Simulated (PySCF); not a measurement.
`C=C[C@H](C)C1=CCC1`: 4 charge schemes on one density

Species: C8H12.
Z-matrix (Å and degrees, GFN2-xTB geometry), rows numbered from 1:
```
C 
C   1  1.3190
C   2  1.5038  1  124.58
C   3  1.5300  2  110.41  1  -122.95
C   3  1.4933  2  108.49  1   115.00
C   5  1.3329  3  136.15  2   112.45
C   6  1.5045  5   94.31  3  -178.90
C   5  1.5097  3  129.89  2   -65.79
H   1  1.0769  2  122.07  3  -179.62
H   1  1.0781  2  121.76  3     0.53
H   2  1.0823  1  120.69  3   179.34
H   3  1.0972  2  108.59  1    -2.83
H   4  1.0874  3  110.23  2   -59.39
H   4  1.0873  3  110.25  2  -179.26
H   4  1.0878  3  110.24  2    60.54
H   6  1.0748  5  134.72  3     1.51
H   7  1.0893  6  115.34  5   115.77
H   7  1.0894  6  115.46  5  -115.35
H   8  1.0888  5  115.26  3   -65.32
H   8  1.0888  5  115.21  3    63.32
```

Density: PBE0/pcSseg-1 (PySCF); schemes: Mulliken, IAO, Hirshfeld and ESP-fitted. Geometry: GFN2-xTB, one conformer, isolated molecule.

**Question.** Give the atomic charges in each scheme.

**Answer.** In e:

```csv
atom,environment,Mulliken,IAO,Hirshfeld,ESP-fitted
C1,terminal =CH2 carbon,-0.134,-0.328,-0.107,-0.496
C2,alkene CH carbon,-0.155,-0.124,-0.032,-0.068
C3,allylic carbon,-0.270,-0.118,-0.023,+0.128
C4,methyl carbon,-0.188,-0.414,-0.117,-0.493
C5,fully substituted alkene carbon,-0.121,+0.008,+0.008,+0.013
C6,alkene CH carbon,-0.169,-0.185,-0.060,-0.186
C7,allylic carbon,-0.164,-0.259,-0.076,-0.110
C8,allylic carbon,-0.122,-0.267,-0.077,-0.200
H9,vinylic hydrogen,+0.113,+0.150,+0.045,+0.190
H10,vinylic hydrogen,+0.106,+0.142,+0.043,+0.185
H11,vinylic hydrogen,+0.097,+0.142,+0.043,+0.122
H12,methine hydrogen,+0.113,+0.139,+0.043,+0.081
H13,methyl hydrogen,+0.110,+0.138,+0.039,+0.130
H14,methyl hydrogen,+0.119,+0.144,+0.040,+0.122
H15,methyl hydrogen,+0.120,+0.144,+0.040,+0.143
H16,vinylic hydrogen,+0.042,+0.140,+0.044,+0.124
H17,methylene hydrogen,+0.126,+0.136,+0.037,+0.071
H18,methylene hydrogen,+0.126,+0.136,+0.037,+0.071
H19,methylene hydrogen,+0.122,+0.136,+0.037,+0.083
H20,methylene hydrogen,+0.128,+0.140,+0.035,+0.089
```

Mean size of the charges over all atoms: IAO 0.170 e, ESP-fitted 0.155 e, Mulliken 0.132 e, Hirshfeld 0.049 e. Each set sums to the total charge, 0, to within 0.001 e. The Mulliken scheme counts on each atom the diagonal of the density matrix times the overlap matrix over that atom's basis functions.

Lowest charge. The schemes don't all agree: Mulliken C3 (-0.270); IAO C4 (-0.414); Hirshfeld C4 (-0.117); ESP-fitted C1 (-0.496).

Highest charge. The schemes don't all agree: Mulliken H20 (+0.128); IAO H9 (+0.150); Hirshfeld H9 (+0.045); ESP-fitted H9 (+0.190).

**Question.** How closely do the schemes follow one another over all atoms?

**Answer.** Correlation coefficient and root-mean-square difference: IAO with Hirshfeld 1.00, 0.134 e; Hirshfeld with ESP-fitted 0.92, 0.148 e; IAO with ESP-fitted 0.90, 0.086 e; Mulliken with IAO 0.88, 0.094 e; Mulliken with Hirshfeld 0.85, 0.096 e; Mulliken with ESP-fitted 0.66, 0.150 e.

**Question.** How many electrons does the Hirshfeld scheme count on C8?

**Answer.** Z − q = 6 − (-0.077) = 6.077.
